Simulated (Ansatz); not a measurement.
Total energies of SbH3 from Ansatz at CCSD(T)/def2-TZVPP, gas phase (1 Eh = 27.2114 eV = 2625.5 kJ/mol). The reference geometry is relaxed at PBE-D4/def2-TZVP.

```json
{"state": "charge 0 singlet", "geometry": "reference", "energy (Eh)": "-241.36844"}
{"state": "charge 1 doublet", "geometry": "reference", "energy (Eh)": "-241.00256"}
{"state": "free Sb atom (quartet)", "geometry": "–", "energy (Eh)": "-239.56240"}
{"state": "free H atom (doublet)", "geometry": "–", "energy (Eh)": "-0.49981"}
```

In the def2 sets Sb takes a core potential; there is no spin–orbit coupling. Correlated methods freeze 4 core orbitals; core or outer-core shells of Sb are correlated, in sets that lack core-valence functions.

**Question.** Work out the vertical ionisation energy to the doublet.

**Answer.** E(charge 1 doublet) − E(charge 0 singlet) = -241.00256 − (-241.36844) = 0.36588 Eh = 9.96 eV.

**Question.** What is the binding energy per atom against free atoms?

**Answer.** Atoms: 1 × (-239.56240) + 3 × (-0.49981) = -241.06183 Eh. Binding: -241.06183 − (-241.36844) = 0.30661 Eh = 8.34 eV, or 2.09 eV for each of 4 atoms (no zero-point energy, no counterpoise term).
